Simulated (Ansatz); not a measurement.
Gas-phase electronic energies from Ansatz, PBE0-D4/def2-TZVP geometries. CBS: MP2 limit from def2 TZ/QZ plus the TZ coupled-cluster correction, frozen cores. DFT in def2-TZVPP. For Ge outer-core shells are correlated without core-valence functions, which leaves a few kJ/mol of doubt a bond. Scalar relativity is left out up to krypton. Each species was taken in one conformer, which may not be the lowest.

Reaction (redistribution): `O[SiH](S)[GeH3]` + `F[SiH](S)S` → `O[SiH2][GeH3]` + `F[Si](S)(S)S`

`O[SiH](S)[GeH3]`:

Cartesian coordinates in Å:
```
O 0.939 1.424 1.150
Si -0.396 0.756 0.449
S -1.562 -0.207 1.942
Ge 0.227 -0.788 -1.256
H 1.670 1.655 0.575
H -1.316 1.798 -0.081
H -0.686 -1.208 2.139
H 0.817 -2.059 -0.620
H 1.297 -0.189 -2.191
H -0.990 -1.183 -2.106
```

`F[SiH](S)S`:

```xyz
7

F    -1.711    0.216    0.072
Si   -0.116    0.162    0.053
S     0.677   -0.210   -1.871
S     0.524   -1.480    1.223
H     0.322    1.483    0.546
H     0.713    1.095   -2.192
H    -0.408   -1.265    2.169
```

`O[SiH2][GeH3]`:

```xyz
9

O    -1.465   -0.694    1.087
Si    0.046   -0.827    0.431
Ge    0.418    1.150   -0.831
H    -1.778   -1.417    1.632
H     1.085   -0.970    1.492
H     0.152   -2.030   -0.445
H     1.815    1.095   -1.475
H     0.350    2.399    0.063
H    -0.623    1.294   -1.953
```

`F[Si](S)(S)S`:

Cartesian coordinates in Å:
```
F -1.405 0.680 0.488
Si -0.035 0.017 0.012
S -0.214 -2.086 0.074
S 1.527 0.630 1.295
S 0.394 0.631 -1.963
H -1.358 -2.094 -0.635
H 0.858 0.284 2.411
H 0.234 1.938 -1.681
```

| level | ΔE (kJ/mol) |
| --- | --- |
| PBE-D4 | 0.8 |
| PBE0-D4 | 0.0 |

What does CCSD(T)/CBS give? (An estimate is asked.)

Computed: +1.4 kJ/mol. The listed levels differ from it by -0.6, -1.4 kJ/mol.

Largest T1 diagnostic among the species: 0.012.

The D4 term adds −3.2 kJ/mol with B3LYP and −1.6 kJ/mol with PBE0; it sums over pairs of atoms, weighted by their polarisabilities, and B3LYP, whose exchange is more repulsive, gets the larger term.

B3LYP here is the variant with VWN-RPA as its local correlation; programs differ in this.
